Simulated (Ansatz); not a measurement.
`BC1=CC1F` + `CC(O)F` → `BOC(C)F` + `FC1C=C1`  (ligand exchange at a B–C bond)

Isolated molecules relaxed with PBE0-D4/def2-TZVP in Ansatz; ΔE leaves out vibrations. CBS: MP2 limit from def2 TZ/QZ plus the TZ coupled-cluster correction, frozen cores. Functionals use def2-TZVPP. Each species was taken in one conformer, which may not be the lowest.

```tsv
level	ΔE (kcal/mol)
PBE	-19.2
MP2/def2-TZVPP	-22.9
```

**Question.** What does CCSD(T)/CBS give? (Estimate.)

**Answer.** Computed: -23.0 kcal/mol. The listed levels differ from it by 3.8, 0.1 kcal/mol.

Largest T1 diagnostic among the species: 0.013.

In def2-TZVPP, CCSD(T) changes the Hartree–Fock value by +1.4 kcal/mol (the triples alone add +0.3 kcal/mol) and MP2 by +1.9 kcal/mol. From PBE to PBE0 (25 % exact exchange), in def2-TZVPP and without D4, ΔE moves by −1.4 kcal/mol.
